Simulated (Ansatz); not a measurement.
A structure relaxed at r2SCAN-D4/def2-TZVP in Ansatz, charge 0, doublet:

```xyz
3

Cu   -0.2992   -0.4515   -0.0270
Cu    1.3803    0.1220    1.4048
F    -1.0811    0.3294   -1.3778
```

Give its formula and point group.

the cluster Cu₂F. Point group Cs (tolerance 0.1 Å).

Summarise the bond lengths by kind (pairs closer than 1.2 times the sum of covalent radii, bridged metal pairs left out).

1 × Cu–Cu 2.28 Å; 1 × Cu–F 1.75 Å.

Another isomer (doublet) lies 0.17 eV lower at PBE0-D4/def2-TZVP; other spin states weren't run for this one.
